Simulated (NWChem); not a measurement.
# bromine monochloride (BrCl); SMILES ClBr

```xyz
2

Cl     0.0000     0.0000     1.4518
Br     0.0000     0.0000    -0.7127
```
Atoms are numbered in this order, from 1.

The geometry was optimised at PBE0/def2-SVP.

Task: List the 4 lowest vertical singlet excitations from PBE/def2-SVPD, TDA (NWChem).

Result: 
| state | energy (eV) | oscillator strength | leading excitation (squared amplitude) |
|---|---|---|---|
| S1 | 2.86 | 0.001 | HOMO → LUMO (0.98) |
| S2 | 2.86 | 0.001 | HOMO−1 → LUMO (0.98) |
| S3 | 5.09 | 0.000 | HOMO−3 → LUMO (1.00) |
| S4 | 5.09 | 0.000 | HOMO−2 → LUMO (1.00) |
